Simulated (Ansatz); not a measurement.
Energy needed to pull apart C3H3Ga (SMILES [CH3][Ga]1[C]#[C]1), singlet, into free ground-state atoms, from the structure below (displaced at random from a GFN2-xTB minimum); no zero-point or spin–orbit terms; open-shell atoms are treated unrestricted, in their ground-state multiplicity.

C1  (-0.496, 1.058, -0.581)
Ga2  (0.255, -0.572, 0.176)
C3  (1.221, -1.831, 1.531)
C4  (0.820, -2.594, 0.637)
H5  (-0.043, 1.145, -1.466)
H6  (-0.178, 1.808, 0.072)
H7  (-1.367, 1.024, -0.568)
(Å)

Program: Ansatz 0.2.0. Basis: def2-TZVPP. Cores are frozen in the correlated methods. Filled d shells of the heavier atoms are correlated. The def2 sets are not built for correlating such inner shells, so the correlated values are less sure here. B3LYP uses VWN-RPA correlation.

| method | atomization energy (kcal/mol) |
| --- | --- |
| PBE-D4 | ? |
| r2SCAN-D4 | ? |
| PBE0-D4 | 590.6 |
| B3LYP-D4 | 583.1 |
| wB97X-V | 584.4 |
| wB97M-V | 588.7 |
| HF | 404.1 |
| MP2 | 590.6 |
| CCSD | 557.5 |
| CCSD(T) | 572.4 |

Question: What does r2SCAN-D4 give? (Judge from chemistry; the value comes from the calculation.)

Answer: By the calculation: 589.7 kcal/mol, which is about 17.3 kcal/mol more than CCSD(T)/def2-TZVPP.

Question: What does PBE-D4 give? (An estimate is asked for; the value comes from the calculation.)

Answer: Computed: 605.1 kcal/mol, which is about 32.8 kcal/mol more than CCSD(T)/def2-TZVPP.

In triple zeta the MP2 and coupled-cluster atomization energies are still short of their basis limit by a few kcal/mol a bond, whereas those of the functionals are nearly converged, so these differences are not deviations from converged CCSD(T).

The T1 diagnostic stays at or below 0.019.

For scale, one of the runs: CCSD(T)/def2-TZVPP forces, 183 basis functions (an equivalent command: `ansatz run in.yaml --threads 4`). Hardware: 4 CPU threads, shared host. Wall time 3.5 min; peak host memory 3.4 GiB.
